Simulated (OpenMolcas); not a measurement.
V4+ (d1) among equal point charges was computed by CASSCF with the d shell active (OpenMolcas, ANO-RCC-VDZP on the metal). Its lowest spin-free states, and all those of the highest spin:

```
2S+1  Degeneracy  E (cm-1)
   2           2       0.0
   2           1      2592
   2           1      3185
   2           1      8099
```

Is the site octahedral, tetrahedral or cube-like, axial, or of lower symmetry?

The states with 2S+1 = 2 have orbital degeneracies 2, 1, 1, 1. There are pairs but no triples, so the site is axial: not cubic, but with a proper or improper axis of order three or more. The run had V4+ among 6 point charges of -2 e arranged as a tetragonal octahedron (D4h), 1.86 Å from the ion, with the axial distance 2.083 Å.

An orbital doublet at a regular site is open to a Jahn-Teller distortion, which this geometry leaves out. Point charges carry no covalency, so the field is a model and not that of real ligands. No measured value stands beside these numbers.
